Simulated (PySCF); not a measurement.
# Electric field gradients and quadrupole coupling constants

Species: C₉H₉OP.
Z-matrix (Å and degrees, GFN2-xTB geometry), rows numbered from 1:
```
C 
C   1  1.5204
C   2  1.4928  1  112.07
O   3  1.3523  2  115.18  1   175.68
C   4  1.3464  3  111.25  2   179.79
C   5  1.3891  4  123.97  3  -179.95
C   6  1.3781  5  118.11  4   179.90
C   7  1.3953  6  121.01  5     0.13
C   8  1.3767  7  120.98  6    -0.13
C   9  1.3950  8  119.13  7     0.06
P   3  1.7132  2  128.02  1    -4.51
H   1  1.0879  2  110.27  3   -59.74
H   1  1.0873  2  110.47  3   179.94
H   1  1.0880  2  110.25  3    59.68
H   2  1.0949  1  110.36  3   121.30
H   2  1.0951  1  110.08  3  -121.02
H   6  1.0786  5  119.94  4    -0.13
H   7  1.0796  6  119.51  5  -179.92
H   8  1.0799  7  119.23  6   179.92
H   9  1.0798  8  121.10  7  -179.89
```

Field gradients from the PBE0/pcSseg-1 density (PySCF, non-relativistic), principal values in atomic units, ordered |Vxx| ≤ |Vyy| ≤ |Vzz|:

| atom | Vxx | Vyy | Vzz |
| --- | --- | --- | --- |
| O4 | -0.6246 | -0.9026 | 1.5271 |

Task: Find the asymmetry η = (Vxx − Vyy)/Vzz and the couplings χ = eQV/h (234.96 MHz × Q in barn × V in au), with Q(17O) = −0.0256 b.

Result: 
| atom | environment | nucleus | η | χzz (MHz) | χxx (MHz) | χyy (MHz) |
| --- | --- | --- | --- | --- | --- | --- |
| O4 | furan-type oxygen | 17O | 0.18 | -9.19 | 3.76 | 5.43 |

The tensor is traceless: Vxx + Vyy + Vzz = 0.

Task: What is Vzz at O4 in SI units (1 au = 9.71736 × 10²¹ V/m²)?

Result: 1.5271 au = 14.840 × 10²¹ V/m².

Task: What couplings would deuterons (Q(2H) = 0.00286 b) have in place of the hydrogens, at this geometry?

Result: 
```tsv
atom	bonded to	bond length (Å)	Vzz (au)	η	χzz (kHz)
H12	C1	1.088	0.3109	0.02	209
H13	C1	1.087	0.3158	0.02	212
H14	C1	1.088	0.3105	0.03	209
H15	C2	1.095	0.2973	0.03	200
H16	C2	1.095	0.2974	0.03	200
H17	C6	1.079	0.3301	0.07	222
H18	C7	1.080	0.3282	0.07	221
H19	C8	1.080	0.3282	0.07	221
H20	C9	1.080	0.3266	0.06	219
```

Geometry: GFN2-xTB, one conformer, isolated molecule. GFN2-xTB bond lengths can be off by several hundredths of an ångström, more for odd bonds, and the gradients follow them. The basis is small and wasn't made for field gradients, so the couplings can be 20 % off.
